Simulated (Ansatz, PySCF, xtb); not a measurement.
Energy difference 12 R1 + R2 → 6 P1 + 4 P2, each structure at its B3LYP-D3(BJ)/def2-SVP stationary point, reached from a drawn start (curvature not checked).
R1, H2 (SMILES [H][H]) (charge 0, multiplicity 1):
```xyz
2

H      0.0000     0.0000     0.3804
H      0.0000     0.0000    -0.3804
```
P1: H2O (SMILES O), charge 0, multiplicity 1.
R2: O6P4 (SMILES O1P2OP3OP1OP(O2)O3), charge 0, multiplicity 1.
P2, PH3 (SMILES P) (charge 0, multiplicity 1):
| atom | x (Å) | y (Å) | z (Å) |
|---|---|---|---|
| P | 0.0000 | 0.0000 | 0.5856 |
| H | 0.0000 | 1.1981 | -0.1952 |
| H | 1.0376 | -0.5990 | -0.1952 |
| H | -1.0376 | -0.5990 | -0.1952 |

P less R. No zero-point or thermal terms.

Codes used: Ansatz (Gaussian orbitals); PySCF for the D3/D4 terms; xtb for the GFN methods. No computed number here is a measurement.

Q: One of these levels gives -2.39 kcal/mol for the reaction energy. Which?
A. SVWN5/def2-TZVPP
B. GFN2-xTB
C. PBE/def2-TZVPP
D. BLYP-D4/def2-TZVPP

A: C, PBE/def2-TZVPP. The others give 100.66 (GFN2-xTB), 5.79 (SVWN5/def2-TZVPP), 35.08 (BLYP-D4/def2-TZVPP)

Ansatz is a first-principles code.
